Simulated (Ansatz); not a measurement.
Isolated molecules relaxed with PBE0-D4/def2-TZVP in Ansatz; ΔE leaves out vibrations. CBS: MP2 limit from def2 TZ/QZ plus the TZ coupled-cluster correction, frozen cores. This one scheme is used for every species. DFT in def2-TZVPP. B3LYP here is the variant with VWN-RPA as its local correlation; programs differ in this. One conformer a species, not always the lowest.

`B[Si](F)(Cl)O[SiH3]` + `C[SiH3]` → `B[Si](C)(F)Cl` + `[SiH3]O[SiH3]`  (redistribution)

```
             level  ΔE (kcal/mol)  difference from CCSD(T)/CBS
           PBE0-D4            4.8                          0.2
           ωB97X-V            4.6                          0.0
              PBE0            4.5                         -0.1
             B3LYP            4.3                         -0.3
     HF/def2-TZVPP            4.5                         -0.1
SCS-MP2/def2-TZVPP            4.3                         -0.3
   CCSD/def2-TZVPP            4.8                          0.2
    MP2/def2-QZVPP            4.3                         -0.3
SCS-MP2/def2-QZVPP            4.2                         -0.4
      HF/CBS(def2)            4.5                         -0.1
       CCSD(T)/CBS            4.6                            0
```

Largest T1 diagnostic among the species: 0.011.
